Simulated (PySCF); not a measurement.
Here is a job for PySCF.
```python
from pyscf import gto, scf, dft

mol = gto.Mole()
mol.atom = '''
    I    -0.937377    2.256308   -0.767222
    Ge   -0.000000   -0.000000    0.000000
    I    -1.748439   -1.829210   -0.393937
    I     0.567732    0.115212    2.494522
    I     2.118083   -0.542311   -1.333362
'''
mol.basis = 'def2-svp'
mol.ecp = {'I': 'def2-svp'}
mol.charge = 0
mol.spin = 0
mol.verbose = 4
mol.build()

mf = dft.RKS(mol)
mf.xc = 'r2scan'
mf.kernel()
```

Problem. What does this run give for the HOMO-LUMO gap, number of basis functions, HOMO energy, total energy, Mulliken (on the basis functions themselves) charges in atom order, dipole moment?

Solution. 
```json
{
 "HOMO-LUMO gap": "2.51 eV",
 "number_of_basis_functions": "136",
 "HOMO energy": "-6.97 eV",
 "total_energy": "-3268.1702 Eh",
 "Mulliken (on the basis functions themselves) charges in atom order": "I1 -0.06, Ge2 0.23, I3 -0.06, I4 -0.06, I5 -0.06",
 "dipole_moment": "0.00 D"
}
```
